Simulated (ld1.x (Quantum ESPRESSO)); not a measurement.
Lu (Z = 71): PAW pseudisation with PBEsol, fully relativistic reference atom.

The input file (ld1.x (Quantum ESPRESSO) 7.5):

```
&input
   title='Lu', zed=71., rel=2, dft='PBESOL', iswitch=3,
   config='[Xe] 4f14 5d1 6s1.75 6p0.25', rel_dist='average',
   nld=7, rlderiv=3.15, eminld=-7.0, emaxld=5.0, deld=0.02
 /
 &inputp
   pseudotype=3, lpaw=.true., tm=.true., lloc=-1, rcloc=1.55,
   nlcc=.true., rcore=0.30,
   which_augfun='BESSEL', rmatch_augfun=0.35,
   file_pseudopw='Lu.UPF', file_wfcaegen='ae.wfc', file_wfcncgen='nc.wfc', file_beta='beta', file_chi='chi', file_wfcusgen='us.wfc'
 /
8
5S  1  0   2.00   0.00  1.50  1.65  0.0
6S  2  0   1.75   0.00  1.50  1.65  0.0
5P  2  1   6.00   0.00  1.85  2.45  0.0
6P  3  1   0.25   0.00  1.85  2.45  0.0
5D  3  2   1.00   0.00  2.30  2.90  0.0
5D  3  2   0.00   1.55  2.30  2.90  0.0
4F  4  3  14.00   0.00  0.45  0.60  0.0
4F  4  3   0.00   1.25  0.45  0.60  0.0
 &test
   configts(1)='4f14 5s2 5p6 5d1 6s1.75 6p0.25'
 /
```

Command:

```bash
ld1.x < Lu.in > Lu.out
```

The program printed (shortened: banner, matrices, multipoles, cross overlaps and the repeated all-electron block are left out):

```
Program LD1 v.7.5
 state nlj           4           3   2.5000000000000000       not converged
 state nlj           4           3   3.5000000000000000       not converged
 state nlj           4           3   2.5000000000000000       not converged
 state nlj           4           3   3.5000000000000000       not converged
 state nlj           5           2   1.5000000000000000       not converged
 state nlj           5           2   2.5000000000000000       not converged
 state nlj           6           1  0.50000000000000000       not converged
 state nlj           6           1   1.5000000000000000       not converged
 classical turning point too close to mesh           6           0          -1
     --------------------------- All-electron run ----------------------------

     Lu
     dirac relativistic calculation

     atomic number is 71.00
     dft =PBESOL   lsd =0 sic =0 latt =0  beta=0.20 tr2=1.0E-14
     Exchange-correlation= PBESOL
                           (   1   4  10   8   0   0   0)
     mesh =1271 r(mesh) = 100.71756 a.u. xmin = -7.00 dx = 0.01250
     1 Ry =  13.60569312 eV, c = 137.03599908

     n l j   nl                  e(Ry)          e(Ha)          e(eV)
     Spin orbit split results
     1 0 0.5 1S 1( 2.00)     -4640.7625     -2320.3813    -63140.7909
     2 0 0.5 2S 1( 2.00)      -789.5144      -394.7572    -10741.8903
     2 1 0.5 2P 1( 2.00)      -753.5653      -376.7826    -10252.7777
     2 1 1.5 2P 1( 4.00)      -671.4704      -335.7352     -9135.8195
     3 0 0.5 3S 1( 2.00)      -178.9168       -89.4584     -2434.2866
     3 1 0.5 3P 1( 2.00)      -163.0221       -81.5110     -2218.0286
     3 1 1.5 3P 1( 4.00)      -145.5140       -72.7570     -1979.8186
     4 0 0.5 4S 1( 2.00)       -35.6161       -17.8081      -484.5821
     4 1 0.5 4P 1( 2.00)       -29.1484       -14.5742      -396.5838
     4 1 1.5 4P 1( 4.00)       -25.1586       -12.5793      -342.3004
     3 2 1.5 3D 1( 4.00)      -118.5390       -59.2695     -1612.8047
     3 2 2.5 3D 1( 6.00)      -114.7156       -57.3578     -1560.7853
     5 0 0.5 5S 1( 2.00)        -4.5074        -2.2537       -61.3258
     5 1 0.5 5P 1( 2.00)        -2.7195        -1.3597       -37.0004
     5 1 1.5 5P 1( 4.00)        -2.2119        -1.1060       -30.0945
     4 2 1.5 4D 1( 4.00)       -14.5284        -7.2642      -197.6692
     4 2 2.5 4D 1( 6.00)       -13.8001        -6.9001      -187.7601
     4 3 2.5 4F 1( 6.00)        -0.7970        -0.3985       -10.8442
     4 3 3.5 4F 1( 8.00)        -0.6851        -0.3425        -9.3209
     5 2 1.5 5D 1( 0.40)        -0.1659        -0.0829        -2.2571
     5 2 2.5 5D 1( 0.60)        -0.1417        -0.0708        -1.9274
     6 0 0.5 6S 1( 1.75)        -0.3602        -0.1801        -4.9006
     6 1 0.5 6P 1( 0.08)        -0.1286        -0.0643        -1.7497
     6 1 1.5 6P 1( 0.17)        -0.1032        -0.0516        -1.4039
     Averaged results
     1 0     1S 1( 2.00)     -4640.7625     -2320.3813    -63140.7909
     2 0     2S 1( 2.00)      -789.5144      -394.7572    -10741.8903
     2 1     2P 1( 6.00)      -698.8353      -349.4177     -9508.1389
     3 0     3S 1( 2.00)      -178.9168       -89.4584     -2434.2866
     3 1     3P 1( 6.00)      -151.3500       -75.6750     -2059.2219
     4 0     4S 1( 2.00)       -35.6161       -17.8081      -484.5821
     4 1     4P 1( 6.00)       -26.4885       -13.2443      -360.3949
     3 2     3D 1(10.00)      -116.2449       -58.1225     -1581.5931
     5 0     5S 1( 2.00)        -4.5074        -2.2537       -61.3258
     5 1     5P 1( 6.00)        -2.3811        -1.1905       -32.3965
     4 2     4D 1(10.00)       -14.0914        -7.0457      -191.7238
     4 3     4F 1(14.00)        -0.7331        -0.3665        -9.9738
     5 2     5D 1( 1.00)        -0.1514        -0.0757        -2.0593
     6 0     6S 1( 1.75)        -0.3602        -0.1801        -4.9006
     6 1     6P 1( 0.25)        -0.1117        -0.0558        -1.5192

     final scf error:  4.3E-15 reached in  37 iterations

     Etot =  -29153.170430 Ry,  -14576.585215 Ha, -396649.090430 eV

     Ekin =   32502.063472 Ry,   16251.031736 Ha,  442213.101463 eV
     Encl =  -72514.371324 Ry,  -36257.185662 Ha, -986608.283239 eV
     Eh   =   11454.335917 Ry,    5727.167958 Ha,  155844.179414 eV
     Exc  =    -595.198495 Ry,    -297.599247 Ha,   -8098.088067 eV

     normalization and overlap integrals

     s(1S/1S) =  1.000000  <r> =   0.0193  <r2> =    0.0005  r(max) =   0.0121
     s(2S/2S) =  1.000000  <r> =   0.0813  <r2> =    0.0079  r(max) =   0.0698
     s(2P/2P) =  1.000000  <r> =   0.0674  <r2> =    0.0056  r(max) =   0.0523
     s(2P/2P) =  1.000000  <r> =   0.0750  <r2> =    0.0069  r(max) =   0.0586
     s(3S/3S) =  1.000000  <r> =   0.2122  <r2> =    0.0516  r(max) =   0.1969
     s(3P/3P) =  1.000000  <r> =   0.2021  <r2> =    0.0476  r(max) =   0.1849
     s(3P/3P) =  1.000000  <r> =   0.2163  <r2> =    0.0543  r(max) =   0.1969
     s(4S/4S) =  1.000000  <r> =   0.4779  <r2> =    0.2582  r(max) =   0.4492
     s(4P/4P) =  1.000000  <r> =   0.4850  <r2> =    0.2682  r(max) =   0.4492
     s(4P/4P) =  1.000000  <r> =   0.5178  <r2> =    0.3054  r(max) =   0.4782
     s(3D/3D) =  1.000000  <r> =   0.1899  <r2> =    0.0424  r(max) =   0.1553
     s(3D/3D) =  1.000000  <r> =   0.1943  <r2> =    0.0442  r(max) =   0.1592
     s(5S/5S) =  1.000000  <r> =   1.1719  <r2> =    1.5478  r(max) =   1.0380
     s(5P/5P) =  1.000000  <r> =   1.3157  <r2> =    1.9722  r(max) =   1.1329
     s(5P/5P) =  1.000000  <r> =   1.4304  <r2> =    2.3351  r(max) =   1.2212
     s(4D/4D) =  1.000000  <r> =   0.5410  <r2> =    0.3401  r(max) =   0.4782
     s(4D/4D) =  1.000000  <r> =   0.5526  <r2> =    0.3547  r(max) =   0.4842
     s(4F/4F) =  1.000000  <r> =   0.7162  <r2> =    0.6820  r(max) =   0.4664
     s(4F/4F) =  1.000000  <r> =   0.7325  <r2> =    0.7190  r(max) =   0.4723
     s(5D/5D) =  1.000000  <r> =   2.7618  <r2> =    9.7017  r(max) =   1.7992
     s(5D/5D) =  1.000000  <r> =   2.9251  <r2> =   10.9368  r(max) =   1.8679
     s(6S/6S) =  1.000000  <r> =   3.6137  <r2> =   14.8865  r(max) =   3.0414
     s(6P/6P) =  1.000000  <r> =   4.9452  <r2> =   28.4255  r(max) =   4.0041
     s(6P/6P) =  1.000000  <r> =   5.4143  <r2> =   34.1314  r(max) =   4.3702

     ------------------------ End of All-electron run ------------------------

     --------------------- Generating PAW atomic setup --------------------

      Generating local potential from pseudized AE potential:
      Matching radius rcloc =   1.5500

      Local pseudo, rcloc= 1.549 Estimated cut-off energy=    10.40 Ry

      Computing core charge for nlcc:

       r > 0.30 : true rho core
       r < 0.30 : rho core = a sin(br)/r    a= 197.79  b=   7.74

      Integrated core pseudo-charge :  25.96

     Fully relativistic calculation: |psi|^2

     Wfc 5S LC norm =  0.99965359 SC norm =  0.00034641 missing  0.00000000
     Speed at rcutus      0.675 a.u.,  v/c =  0.004927,  (v/c)^2 = -0.00002427

     Wfc 6S LC norm =  0.99996495 SC norm =  0.00003313 missing  0.00000192
     Speed at rcutus      0.318 a.u.,  v/c =  0.002320,  (v/c)^2 =  0.00000538

     Wfc 5P LC norm =  0.99972660 SC norm =  0.00027339 missing  0.00000002
     Speed at rcutus      0.323 a.u.,  v/c =  0.002355,  (v/c)^2 = -0.00000555

     Wfc 5P LC norm =  0.99976744 SC norm =  0.00023247 missing  0.00000009
     Speed at rcutus      0.327 a.u.,  v/c =  0.002388,  (v/c)^2 = -0.00000570

     Wfc 6P LC norm =  0.99998222 SC norm =  0.00001751 missing  0.00000026
     Speed at rcutus      0.324 a.u.,  v/c =  0.002366,  (v/c)^2 =  0.00000560

     Wfc 6P LC norm =  0.99998498 SC norm =  0.00001249 missing  0.00000253
     Speed at rcutus      0.246 a.u.,  v/c =  0.001796,  (v/c)^2 =  0.00000323

     Wfc 5D LC norm =  0.99993137 SC norm =  0.00006858 missing  0.00000005
     Speed at rcutus      0.426 a.u.,  v/c =  0.003106,  (v/c)^2 =  0.00000964

     Wfc 5D LC norm =  0.99993847 SC norm =  0.00005827 missing  0.00000326
     Speed at rcutus      0.436 a.u.,  v/c =  0.003181,  (v/c)^2 =  0.00001012

     Wfc 4F LC norm =  0.99922407 SC norm =  0.00077593 missing  0.00000000
     Speed at rcutus      6.810 a.u.,  v/c =  0.049698,  (v/c)^2 =  0.00246990

     Wfc 4F LC norm =  0.99924509 SC norm =  0.00075488 missing  0.00000003
     Speed at rcutus      6.788 a.u.,  v/c =  0.049535,  (v/c)^2 =  0.00245369
      Wfc-us  5S rcutus= 1.669  Estimated cut-off energy=    19.11 Ry
      Wfc-us  6S rcutus= 1.669  Estimated cut-off energy=    36.67 Ry
      Wfc-us  5P rcutus= 2.429  Estimated cut-off energy=    14.84 Ry
      Wfc-us  5P rcutus= 2.429  Estimated cut-off energy=    14.60 Ry
      Wfc-us  6P rcutus= 2.429  Estimated cut-off energy=    27.86 Ry
      Wfc-us  6P rcutus= 2.429  Estimated cut-off energy=    27.29 Ry
      Wfc-us  5D rcutus= 2.893  Estimated cut-off energy=    13.66 Ry
      Wfc-us  5D rcutus= 2.893  Estimated cut-off energy=    13.60 Ry
      Wfc-us  5D rcutus= 2.893  Estimated cut-off energy=    25.83 Ry
      Wfc-us  5D rcutus= 2.893  Estimated cut-off energy=    25.64 Ry
      Wfc-us  4F rcutus= 0.599  Estimated cut-off energy=   430.57 Ry
      Wfc-us  4F rcutus= 0.599  Estimated cut-off energy=   430.22 Ry
      Wfc-us  4F rcutus= 0.599  Estimated cut-off energy=   437.09 Ry
      Wfc-us  4F rcutus= 0.599  Estimated cut-off energy=   436.24 Ry

     Required augmentation: BESSEL   radius:    0.350000
     Suggested rho cutoff for augmentation:1231.75 Ry

     Estimated PAW energy =-1074.815716 Ryd

     ------------------- End of pseudopotential generation -------------------

 state nlj           4           3   2.5000000000000000       not converged
 state nlj           4           3   3.5000000000000000       not converged
 state nlj           4           3   2.5000000000000000       not converged
 state nlj           4           3   3.5000000000000000       not converged
 state nlj           5           2   1.5000000000000000       not converged
 state nlj           5           2   2.5000000000000000       not converged
 state nlj           6           1  0.50000000000000000       not converged
 state nlj           6           1   1.5000000000000000       not converged
 classical turning point too close to mesh           6           0          -1
     Computing logarithmic derivative in   3.13801
     Computing logarithmic derivative in   3.13801
     Computing the partial wave expansion
     R is outside the sphere for l=    0 j= 0.50
     R is outside the sphere for l=    0 j= 0.50
     R is outside the sphere for l=    1 j= 0.50
     R is outside the sphere for l=    1 j= 0.50
     R is outside the sphere for l=    1 j= 1.50
     R is outside the sphere for l=    1 j= 1.50
     R is outside the sphere for l=    2 j= 1.50
     R is outside the sphere for l=    2 j= 1.50
     R is outside the sphere for l=    2 j= 2.50
     R is outside the sphere for l=    2 j= 2.50
     R is outside the sphere for l=    3 j= 2.50
     R is outside the sphere for l=    3 j= 2.50
     R is outside the sphere for l=    3 j= 3.50
     R is outside the sphere for l=    3 j= 3.50

     ---------------------- Testing the pseudopotential ----------------------

     Lu
     dirac relativistic calculation

     atomic number is 71.00   valence charge is 25.00
     dft = SLA  PW   PSX  PSC   lsd =0 sic =0 latt =0  beta=0.20 tr2=1.0E-14
     mesh =1271 r(mesh) = 100.71756 xmin = -7.00 dx = 0.01250

     n l  j  nl             e AE (Ry)       e PS (Ry)    De AE-PS (Ry)
     4 3 2.5 4F   1( 6.00)       -0.79704       -0.79705        0.00001
     4 3 3.5 4F   1( 8.00)       -0.68507       -0.68509        0.00002
     1 0 0.5 5S   1( 2.00)       -4.50736       -4.50737        0.00000
     2 1 0.5 5P   1( 2.00)       -2.71948       -2.71949        0.00001
     2 1 1.5 5P   1( 4.00)       -2.21190       -2.21191        0.00001
     3 2 1.5 5D   1( 0.40)       -0.16590       -0.16590        0.00000
     3 2 2.5 5D   1( 0.60)       -0.14166       -0.14167        0.00000
     2 0 0.5 6S   1( 1.75)       -0.36019       -0.36018       -0.00000
     3 1 0.5 6P   1( 0.08)       -0.12860       -0.12860       -0.00000
     3 1 1.5 6P   1( 0.17)       -0.10319       -0.10319        0.00000

     eps = 8.2E-16  iter = 10

     Etot =  -29153.170430 Ry,  -14576.585215 Ha, -396649.090430 eV
     Etotps = -1074.815706 Ry,    -537.407853 Ha,  -14623.612654 eV

     Ekin =     990.348786 Ry,     495.174393 Ha,   13474.381670 eV
     Encl =   -1998.471560 Ry,    -999.235780 Ha,  -27190.590754 eV
     Ehrt =     528.505535 Ry,     264.252768 Ha,    7190.684123 eV
     Ecxc =    -595.198467 Ry,    -297.599234 Ha,   -8098.087693 eV
     (Ecc =    -113.007755 Ry,     -56.503877 Ha,   -1537.548835 eV)

     ---------------------- End of pseudopotential test ----------------------
```

Generation and configuration tests took about 3.8 s on one core of a shared server CPU.

Transferability test of the new file with ld1.x, input:

```
&input
   title='Lu', zed=71., rel=2, dft='PBESOL', iswitch=2,
   config='[Xe] 4f14 5d1 6s1.75 6p0.25', rel_dist='average'
 /
 &test
   file_pseudo='Lu.UPF', nconf=8,
   configts(1)='4f14 5s2 5p6 5d1 6s1.75 6p0.25',
   configts(2)='4f14 5s2 5p6 5d1 6s2 6p0',
   configts(3)='4f14 5s2 5p6 5d1 6s1 6p0',
   configts(4)='4f14 5s2 5p6 5d1 6s0 6p0',
   configts(5)='4f14 5s2 5p6 5d0 6s2 6p1',
   configts(6)='4f13 5s2 5p6 5d0 6s0 6p0',
   configts(7)='4f14 5s2 5p6 5d1 6s1.5 6p0',
   configts(8)='4f14 5s2 5p6 5d1 6s1 6p1'
 /
```

```bash
ld1.x < Lu.test.in > Lu.test.out
```

Pseudopotential blocks of its output, shortened (energy terms left out):

```
     ---------------------- Testing the pseudopotential ----------------------

     n l  j  nl             e AE (Ry)       e PS (Ry)    De AE-PS (Ry)
     4 3 2.5 4F   1( 6.00)       -0.79704       -0.79705        0.00001
     4 3 3.5 4F   1( 8.00)       -0.68507       -0.68509        0.00002
     1 0 0.5 5S   1( 2.00)       -4.50736       -4.50737        0.00000
     2 1 0.5 5P   1( 2.00)       -2.71948       -2.71949        0.00001
     2 1 1.5 5P   1( 4.00)       -2.21190       -2.21191        0.00001
     3 2 1.5 5D   1( 0.40)       -0.16590       -0.16590        0.00000
     3 2 2.5 5D   1( 0.60)       -0.14166       -0.14167        0.00000
     2 0 0.5 6S   1( 1.75)       -0.36019       -0.36018       -0.00000
     3 1 0.5 6P   1( 0.08)       -0.12860       -0.12860       -0.00000
     3 1 1.5 6P   1( 0.17)       -0.10319       -0.10319        0.00000

     eps = 2.2E-15  iter = 10

     Etot =  -29153.170430 Ry,  -14576.585215 Ha, -396649.090430 eV
     Etotps = -1074.815706 Ry,    -537.407853 Ha,  -14623.612653 eV

     ---------------------- End of pseudopotential test ----------------------

          ---------------------- Testing the pseudopotential ----------------------

     n l  j  nl             e AE (Ry)       e PS (Ry)    De AE-PS (Ry)
     4 3 2.5 4F   1( 6.00)       -0.76963       -0.76823       -0.00140
     4 3 3.5 4F   1( 8.00)       -0.65767       -0.65631       -0.00137
     1 0 0.5 5S   1( 2.00)       -4.47965       -4.48052        0.00087
     2 1 0.5 5P   1( 2.00)       -2.69185       -2.69119       -0.00066
     2 1 1.5 5P   1( 4.00)       -2.18443       -2.18411       -0.00032
     3 2 1.5 5D   1( 0.40)       -0.14466       -0.14482        0.00016
     3 2 2.5 5D   1( 0.60)       -0.12110       -0.12126        0.00016
     2 0 0.5 6S   1( 2.00)       -0.34372       -0.34404        0.00032
     3 1 0.5 6P   1( 0.00)       -0.11505       -0.11548        0.00043
     3 1 1.5 6P   1( 0.00)       -0.09034       -0.09058        0.00024

     eps = 5.6E-15  iter = 24

     Etot =  -29153.232135 Ry,  -14576.616067 Ha, -396649.929967 eV
     Etotps = -1074.877410 Ry,    -537.438705 Ha,  -14624.452185 eV
     dEtot_ae =      -0.061705 Ry
     dEtot_ps =      -0.061704 Ry,   Delta E=      -0.000000 Ry

     ---------------------- End of pseudopotential test ----------------------
```

The test run then stopped with an error in new_paw_hamiltonian: “negative rho”.
